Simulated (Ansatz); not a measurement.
Program: Ansatz. Geometries: PBE0-D4/def2-TZVP. ΔE: electronic, gas phase. CBS: MP2 limit from def2 TZ/QZ plus the TZ coupled-cluster correction, frozen cores. Functionals use def2-TZVPP. For Ge outer-core shells are correlated without core-valence functions, which leaves a few kJ/mol of doubt a bond. Scalar relativity is left out up to krypton.

Reaction (cleavage of the B–Si bond): `B[SiH]1[C@@H](F)[C@@H]1F` + `[NH2][GeH3]` → `B[NH][GeH3]` + `F[C@H]1[SiH2][C@@H]1F`

Problem. Is it downhill or uphill in electronic energy at CCSD(T)/CBS, and by how much? (Best estimate.)

Solution. Computed: Downhill: ΔE = -147.4 kJ/mol.

Problem. What do these levels give: PBE-D4, r2SCAN-D4, PBE0-D4, ωB97M-V, HF/def2-TZVPP, MP2/def2-QZVPP? (Estimate.)

Solution. Computed: PBE-D4 -131.6, r2SCAN-D4 -137.0, PBE0-D4 -139.5, ωB97M-V -152.9, HF/def2-TZVPP -159.7, MP2/def2-QZVPP -154.4 kJ/mol.

Largest T1 diagnostic among the species: 0.016.

In def2-TZVPP, CCSD(T) changes the Hartree–Fock value by +11.0 kJ/mol (the triples alone add +2.6 kJ/mol) and MP2 by +4.8 kJ/mol. From PBE to PBE0 (25 % exact exchange), in def2-TZVPP and without D4, ΔE moves by −8.0 kJ/mol.
